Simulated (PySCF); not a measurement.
CH₉NSi₄.

```xyz
15

Si    -2.4870    -0.9504    -0.5318
Si    -0.7197    -0.1594     0.7870
Si     1.2784    -1.3114     0.3182
C      2.3058     0.1607    -0.4460
N      1.8756     1.3611    -0.5755
Si     0.2335     1.8492    -0.0540
H     -2.8954    -2.3453    -0.1393
H     -2.0189    -0.9670    -1.9631
H     -3.6895    -0.0502    -0.4278
H     -1.0322    -0.1240     2.2592
H      2.0035    -1.8801     1.5114
H      1.1488    -2.4080    -0.7092
H      3.3458    -0.0575    -0.7999
H      0.3778     2.9488     0.9611
H     -0.4768     2.3989    -1.2602
```
Charge 0, spin multiplicity 1.

Geometry: PBE-D3(BJ)/def2-SVP. The structure was generated by enumeration; whether it is a known compound was not checked.

Method: PBE/pcSseg-1 run with PySCF. Non-relativistic, no solvent.

Computed absolute GIAO shielding of each atom: isotropic value and principal components (ppm):
| atom | σ(iso) | σ11 | σ22 | σ33 | span |
|---|---|---|---|---|---|
| Si1 | 436.7 | 425.0 | 433.2 | 451.7 | 26.7 |
| Si2 | 498.1 | 479.1 | 483.9 | 531.2 | 52.1 |
| Si3 | 386.5 | 274.2 | 419.0 | 466.3 | 192.1 |
| C4 | -26.3 | -129.2 | -54.0 | 104.2 | 233.4 |
| N5 | -232.0 | -764.2 | -193.4 | 261.6 | 1025.9 |
| Si6 | 340.0 | 201.0 | 379.3 | 439.7 | 238.7 |
| H7 | 27.1 | 23.3 | 25.1 | 32.8 | 9.6 |
| H8 | 27.6 | 24.3 | 25.9 | 32.5 | 8.3 |
| H9 | 27.1 | 23.4 | 25.1 | 32.9 | 9.4 |
| H10 | 28.4 | 24.3 | 24.9 | 36.2 | 11.9 |
| H11 | 26.2 | 22.6 | 24.3 | 31.8 | 9.2 |
| H12 | 26.6 | 22.8 | 25.3 | 31.6 | 8.8 |
| H13 | 20.6 | 17.0 | 19.6 | 25.1 | 8.1 |
| H14 | 25.2 | 22.0 | 23.6 | 30.0 | 8.0 |
| H15 | 25.5 | 22.1 | 24.5 | 29.8 | 7.7 |
